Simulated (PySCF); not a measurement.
Species: `C=C[C@@H]1CO[SiH2]C1`. The columns A, B, C and D hold Mulliken, IAO, Hirshfeld and ESP-fitted charges (e) of one PBE0/pcSseg-1 density (PySCF), in a shuffled order. Coordinates in Å (PBE0-D3(BJ)/def2-SVP); the density's dipole moment is (1.35, 0.71, -0.74) D.

```
atom       x       y       z       A       B       C       D
  C1   2.727  -0.540  -0.036  -0.315  -0.153  -0.414  -0.103
  C2   1.507  -0.462  -0.568  -0.130  -0.150  -0.293  -0.036
  C3   0.267  -0.059   0.164  -0.119  -0.390  +0.320  -0.030
  C4  -0.774  -1.193   0.226  -0.045  +0.190  -0.097  +0.003
  O5  -2.017  -0.669   0.637  -0.643  -0.634  -0.428  -0.243
 Si6  -2.182   0.964   0.262  +0.974  +0.841  +0.628  +0.403
  C7  -0.450   1.157  -0.461  -0.557  -0.471  -0.505  -0.164
  H8   3.592  -0.843  -0.630  +0.150  +0.122  +0.192  +0.047
  H9   2.905  -0.300   1.018  +0.142  +0.116  +0.172  +0.044
 H10   1.369  -0.708  -1.630  +0.136  +0.107  +0.167  +0.043
 H11   0.537   0.195   1.205  +0.131  +0.130  +0.049  +0.041
 H12  -0.458  -1.977   0.932  +0.146  +0.128  +0.096  +0.043
 H13  -0.869  -1.666  -0.772  +0.117  +0.099  +0.093  +0.033
 H14  -3.291   1.202  -0.708  -0.141  -0.117  -0.119  -0.081
 H15  -2.446   1.763   1.496  -0.141  -0.114  -0.131  -0.081
 H16   0.070   2.101  -0.244  +0.153  +0.154  +0.135  +0.042
 H17  -0.497   1.051  -1.559  +0.142  +0.141  +0.135  +0.039
```

**Question.** Which column most likely holds the ESP-fitted charges?

**Answer.** C. Σ q r misses the density's dipole by 0.02 D (C), 0.35 D (B), 0.89 D (D), 1.12 D (A). Charges fitted to the outside potential are the only set here that is tied to the molecule's multipoles.

**Question.** And the Hirshfeld charges?

**Answer.** D. The mean sizes are 0.087 e (D), 0.234 e (C), 0.239 e (B), 0.246 e (A), and Hirshfeld charges are commonly the smallest of these schemes.

As computed, A = IAO, B = Mulliken, C = ESP-fitted, D = Hirshfeld. Hydrogens on carbon: IAO +0.12 to +0.15, Mulliken +0.10 to +0.15, ESP-fitted +0.05 to +0.19, Hirshfeld +0.03 to +0.05 e.

The IAO scheme counts the electrons in orthogonalised intrinsic atomic orbitals, a minimal basis polarised so that it spans the occupied orbitals exactly. The ESP scheme is a least-squares fit of atom-centred charges to the potential on four shells outside the van der Waals surface, with the total charge fixed.

Isolated species at its PBE0-D3(BJ)/def2-SVP geometry (one conformer only).
